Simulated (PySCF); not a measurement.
## Structure from 2D NMR

Compound of formula C5H3F7. Correlations simulated from computed shifts and couplings:

HSQC (one-bond C–H):
```tsv
δH	δC	¹J(C,H) (Hz)
6.26	134.4	172
6.26	135.1	176
6.03	134.4	173
```

COSY cross peaks (|J| ≥ 2 Hz):
```tsv
δH	δH	abs. J (Hz)	bonds
6.26	6.26	18.8	3
6.26	6.03	12.3	3
```

HMBC (two and three bonds, |J| ≥ 2.5 Hz):
```tsv
δH	δC [abs. J in Hz]
6.26	135.1 [3.9], 121.0 [6.9]
6.26	121.0 [7.4]
6.03	121.0 [12.3]
```

Carbons without hydrogens: δ 127.1, 121.0, 114.9.

PySCF 2.14 calculation with σ from GIAO-B97-2/pcSseg-2, J: B3LYP/pcJ-1 (spin–dipole term only in couplings to heteroatoms) and structure optimised with PBE0-D3(BJ)/def2-SVP; rapidly exchanging positions averaged, single conformer, no relativistic terms, gas phase.

References, each an isolated molecule treated in the same way: TMS for ¹H and ¹³C.

Exchangeable hydrogens are left out of these lists, and C,H couplings along chains are those of one rotamer, so weak HMBC peaks may be missing or extra.

Work out the connectivity.

## Answers

3,3,4,4,5,5,5-heptafluoropent-1-ene (C=CC(F)(F)C(F)(F)C(F)(F)F).

Structure with atom numbers: `[CH2:1]=[CH:2][C:3]([F:4])([F:5])[C:6]([F:7])([F:8])[C:9]([F:10])([F:11])[F:12]`. Hydrogens are named by the atom that carries them. Ha(C1) is cis to C3; Hb(C1) is trans to C3.

δC 135.1 is C2, an alkene CH (δH 6.26). δC 134.4 is C1, a terminal =CH2 carbon (δH 6.26, 6.03). δC 127.1 is C9, a CF3 carbon. δC 121.0 is C3, an allylic fully substituted sp3 carbon bonded to 2 F. δC 114.9 is C6, a fully substituted sp3 carbon bonded to 2 F. HMBC from δH 6.26 reaches the proton-free carbon C3. HMBC from δH 6.26 reaches the proton-free carbon C3. HMBC from δH 6.03 reaches the proton-free carbon C3. COSY links 6.26–6.26, 6.26–6.03.

The shifts were computed for this structure.

Common functionals overestimate the size of one-bond C–F couplings by tens of Hz; these are unscaled. Unscaled 3J(H,H) at this level run about 10 % above measured values. Shifts are as computed. Against solution values, carbons near 30 ppm lie about +4 ppm off and those near 130 ppm about +7 ppm. Of 1211 compounds with measured shifts, 218 miss one by over three times the rms of a fit or turn the order of signals round; such compounds aren't used in these exercises. 3J across rotatable bonds or in flexible rings reflects this conformer alone.
